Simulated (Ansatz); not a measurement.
Saddle point of SiNH$_{3}$Cl$_{2}$, singlet (SiCl₂ + NH₃ → SiNH₃Cl₂ ([NH2][SiH]([Cl])[Cl]); bonds formed: Si1–H4; dative contacts that become bonds: Si1–N5; bonds broken: H4–N5), PBE0-D4/def2-TZVP structure:

Si1  (-0.476, -0.857, -0.025)
Cl2  (1.067, -2.135, -0.569)
Cl3  (-1.468, -0.346, -1.771)
H4  (-0.730, 0.189, 1.187)
N5  (0.277, 0.774, 0.399)
H6  (1.117, 0.773, 0.967)
H7  (0.213, 1.602, -0.188)
(Å)

Energies are electronic, without zero-point energy. Barriers and step energies count from the start structure reached by relaxing down the imaginary mode; all methods use the PBE0-D4 structures, on which another method's saddle can fall below an end. Computed with Ansatz 0.2.0 (basis: def2-TZVPP, with def2-QZVPP for the basis limit); correlated methods freeze the cores. B3LYP uses VWN-RPA correlation. Extrapolation: Hartree–Fock as exp(−7.88 √X), correlation as X^−2.97.

```json
{"method": "SPW92", "barrier (kcal/mol)": "36.11", "step energy (kcal/mol)": "-22.73"}
{"method": "PBE-D4", "barrier (kcal/mol)": "39.21", "step energy (kcal/mol)": "-22.15"}
{"method": "BLYP-D4", "barrier (kcal/mol)": "41.77", "step energy (kcal/mol)": "-21.98"}
{"method": "r2SCAN-D4", "barrier (kcal/mol)": "39.86", "step energy (kcal/mol)": "-28.38"}
{"method": "B97M-V", "barrier (kcal/mol)": "42.66", "step energy (kcal/mol)": "-26.93"}
{"method": "PBE0-D4", "barrier (kcal/mol)": "43.50", "step energy (kcal/mol)": "-25.78"}
{"method": "B3LYP-D4", "barrier (kcal/mol)": "44.87", "step energy (kcal/mol)": "-25.23"}
{"method": "r2SCAN0-D4", "barrier (kcal/mol)": "43.87", "step energy (kcal/mol)": "-29.53"}
{"method": "BHLYP-D4", "barrier (kcal/mol)": "50.11", "step energy (kcal/mol)": "-29.08"}
{"method": "CAM-B3LYP-D4", "barrier (kcal/mol)": "46.06", "step energy (kcal/mol)": "-28.07"}
{"method": "wB97X-V", "barrier (kcal/mol)": "46.26", "step energy (kcal/mol)": "-29.19"}
{"method": "wB97M-V", "barrier (kcal/mol)": "?", "step energy (kcal/mol)": "-25.31"}
{"method": "B2PLYP", "barrier (kcal/mol)": "44.93", "step energy (kcal/mol)": "-27.66"}
{"method": "PBE-QIDH", "barrier (kcal/mol)": "?", "step energy (kcal/mol)": "-29.63"}
{"method": "RPA on PBE", "barrier (kcal/mol)": "45.41", "step energy (kcal/mol)": "-26.07"}
{"method": "HF", "barrier (kcal/mol)": "58.87", "step energy (kcal/mol)": "-33.63"}
{"method": "MP2", "barrier (kcal/mol)": "?", "step energy (kcal/mol)": "-30.06"}
{"method": "CCSD", "barrier (kcal/mol)": "48.85", "step energy (kcal/mol)": "-28.66"}
{"method": "CCSD(T)", "barrier (kcal/mol)": "46.24", "step energy (kcal/mol)": "-27.71"}
```

(1) Fill in the withheld barriers. (An estimate is asked for; the value comes from the calculation.)

The T1 diagnostic stays at or below 0.013. The restricted Hartree–Fock reference is unstable towards an unrestricted one at one or more of these structures.

Results:

(1) Computed: wB97M-V 47.49; PBE-QIDH 45.68; MP2 44.65 kcal/mol. Each is the energy of the saddle less that of the start structure, by the same method.

For comparison, the barrier by CCSD(T) at an estimated basis limit (MP2 extrapolated from triple and quadruple zeta, plus CCSD(T) − MP2 in triple zeta) is 45.57 kcal/mol.

Losses and insertions of silylenes and their heavier kin drive the gas-phase chemistry of silicon and germanium vapour deposition.

Labels in which every atom is bracketed show which atoms are joined, not bond orders.

For scale, one of the runs: CCSD(T)/def2-TZVPP, 199 basis functions, launched by `ansatz run in.yaml --threads 4 --pin off --events-out ev --progress --plain --max-ram 9574MiB`. The run took 43 s on 4 CPU threads of an Arm Neoverse V1 (shared host), with 2.2 GiB of host memory at its peak.
